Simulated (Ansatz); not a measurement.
Input file for CH$_{8}$OSSi$_{2}$ (`O[SiH2]SC[SiH3]`):

```yaml
crystal:
  periodic: [false, false, false]
  atoms:
    - {symbol: O, position_ang: [-1.746952, 2.183735, 1.740041]}
    - {symbol: Si, position_ang: [-0.679204, 1.020425, 1.291144]}
    - {symbol: S, position_ang: [-0.240752, 1.248339, -0.788613]}
    - {symbol: C, position_ang: [-0.125854, -0.497608, -1.313829]}
    - {symbol: Si, position_ang: [1.482634, -1.259624, -0.713120]}
    - {symbol: H, position_ang: [-2.509517, 2.310980, 1.172381]}
    - {symbol: H, position_ang: [0.483514, 1.226908, 2.181044]}
    - {symbol: H, position_ang: [-1.209974, -0.363806, 1.438988]}
    - {symbol: H, position_ang: [-0.998270, -1.052829, -0.963153]}
    - {symbol: H, position_ang: [-0.164426, -0.481317, -2.405154]}
    - {symbol: H, position_ang: [1.580004, -2.688930, -1.121658]}
    - {symbol: H, position_ang: [2.629233, -0.503515, -1.274579]}
    - {symbol: H, position_ang: [1.519965, -1.177558, 0.771211]}
basis:
  gaussian: {orbitals: def2-TZVPP}
correlation: {method: ccsd_t}
```

```sh
$ ansatz run in.yaml --threads 4 --pin off --events-out ev --progress --plain --max-ram 10444MiB
```

The program prints (abridged):

```
Functional definition: HF
1725 factors; integrals over basis functions are off by at most 1.1e-3 eV
mean field evaluation 1: about -29736.0913 eV, gradient 4.0e1 eV
mean field evaluation 2: about -29736.4480 eV, gradient 4.0e1 eV
mean field evaluation 4: about -29740.3170 eV, gradient 4.3e0 eV
mean field evaluation 8: about -29740.3967 eV, gradient 2.7e-1 eV
mean field -29740.39709267 eV, -1092.9394343903 hartree, gradient 3.3e-6 eV, S^2 0.000000; 0 other end points of the search recorded, 0 dependent functions left out
17 core orbitals not correlated: weight in the atoms' cores, before any rotation towards them, 1.000 or more for the frozen orbitals, at most 0.000 for the correlated occupied ones
reference -29740.39709267 eV, -1092.9394343903 hartree; 16, 16 occupied and 267, 267 virtual orbitals, 1725 factors
second order -23.02737259 eV of doubles, -0.00000000 eV of singles
cycle   1  -23.97103601 eV  change   -9.4e-1 eV  update   1.1e-1
cycle   2  -24.61702672 eV  change   -6.5e-1 eV  update   3.2e-2
cycle   3  -24.73495925 eV  change   -1.2e-1 eV  update   1.5e-2
cycle   4  -24.72539006 eV  change    9.6e-3 eV  update   3.6e-3
cycle   5  -24.72359132 eV  change    1.8e-3 eV  update   1.6e-3
cycle   6  -24.72387409 eV  change   -2.8e-4 eV  update   4.8e-4
cycle   7  -24.72363383 eV  change    2.4e-4 eV  update   1.8e-4
cycle   8  -24.72359939 eV  change    3.4e-5 eV  update   6.4e-5
cycle   9  -24.72362626 eV  change   -2.7e-5 eV  update   2.7e-5
perturbative correction -0.98014857 eV, -0.0360197954 hartree
Total energy: -29766.10086749 eV, -1093.8840306925 hartree
```

Run time 6.6 min (4 threads of an Arm Neoverse V1 on a shared host); peak host memory 9.2 GiB.

Correlation energy per correlated electron: -0.803 eV. T1 diagnostic: 0.0116.
